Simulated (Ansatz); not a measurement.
Relaxation of F₂H₄W (7 atoms, charge 0, multiplicity 1), to a largest force component of 0.03 eV/Å in at most 50 steps.

Computed with RKS PBE-D4/def2-TZVP in Ansatz.

```xyz
7
Properties=species:S:1:pos:R:3:forces:R:3
W -0.196 0.277 -0.744 -0.09 0.02 -0.18
H 0.736 -0.023 2.012 -1.36 0.32 0.82
H 1.356 -0.171 1.692 1.43 -0.33 -0.63
F 0.445 1.806 0.043 0.01 -0.02 0.00
H -1.258 -0.380 0.380 0.02 -0.01 -0.01
H 0.606 -1.103 -0.235 0.01 0.00 0.01
F -0.790 -0.276 -2.378 -0.02 0.02 -0.01
```

Task: Where does it end, and by what steps?

Result: The forces met the threshold. After 5 steps the energy has fallen by 0.116 eV; H2 moved furthest, 0.71 Å.

| step | energy less start (eV) | largest force component (eV/Å) | accepted |
| --- | --- | --- | --- |
| 0 | 0.0000 | 1.431 | yes |
| 1 | -0.0727 | 0.146 | yes |
| 2 | -0.1003 | 0.171 | yes |
| 3 | -0.1135 | 0.048 | yes |
| 4 | -0.1157 | 0.066 | yes |
| 5 | -0.1163 | 0.018 | yes |

```xyz
7
Properties=species:S:1:pos:R:3
W -0.330 0.296 -1.022
H 0.997 -0.077 2.668
H 1.628 -0.175 2.270
F 0.404 1.737 -0.168
H -1.365 -0.364 0.122
H 0.584 -1.005 -0.484
F -1.018 -0.283 -2.616
```

Whether the end is a true minimum wasn't checked by a vibrational analysis.

The run took 7 s on 4 threads of Intel(R) Xeon(R) Platinum 8375C CPU @ 2.90GHz (Ice Lake), on a shared host, peak memory 0.22 GiB.
